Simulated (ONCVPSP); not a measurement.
Transferability test, ONCV potential for selenium (Se)

ONCVPSP 4.0.1 input, shortened (lines: element, Z, core and valence counts, functional; n l f; lmax; l rc ep ncon nbas qcut; lloc lpopt rc5 dvloc0; l nproj debl; icmod fcfact rcfact), PBEsol, scalar-relativistic:

```
  Se 34.00    5    3  -116133      upf
    1    0    2.00
    2    0    2.00
    2    1    6.00
    3    0    2.00
    3    1    6.00
    3    2   10.00
    4    0    2.00
    4    1    2.00
    2
    0    1.50    0.00    5    8    4.70
    1    1.45    0.00    4    7    6.50
    2    1.10    0.00    4    8   12.80
    4    1    0.70    6.00
    0    3    2.30
    1    3    0.40
    2    3    3.00
    3    5.25    1.40
```

In the p channel the program set the typed energies aside and used -0.937, 0.250, 0.650 Ha.

Energies are relative to the spin-unpolarised reference configuration 3d10 4s2 4p2; without spin polarisation the order of configurations can differ from experiment.

**Question.** Give the all-electron excitation energy and the error of the potential for: 3d10 4s2 4p4; 3d10 4s2 4p3; 3d10 4s2 4p1; 3d9 4s2 4p5.

**Answer.**

```json
{"valence configuration": "3d10 4s2 4p4", "charge": "0", "ΔE all-electron (eV)": "-31.217", "error AE − PS (meV)": "+2.8"}
{"valence configuration": "3d10 4s2 4p3", "charge": "+1", "ΔE all-electron (eV)": "-20.368", "error AE − PS (meV)": "+2.7"}
{"valence configuration": "3d10 4s2 4p1", "charge": "+3", "ΔE all-electron (eV)": "30.902", "error AE − PS (meV)": "-4.2"}
{"valence configuration": "3d9 4s2 4p5", "charge": "0", "ΔE all-electron (eV)": "20.454", "error AE − PS (meV)": "-400"}
```

Levels in the configuration 3d9 4s2 4p5:

```
level  all-electron (eV)  pseudo (eV)
   3d            -64.639      -65.265
   4s            -19.524      -19.513
   4p             -7.789       -7.755
```

Note: ghosts flagged at negative energy: s at -213.3 eV, p at -241.9 eV; GHOST(+) flagged for p at 82.6 eV, s at 143.4 eV. A true bound ghost makes a file unfit for plane-wave use.
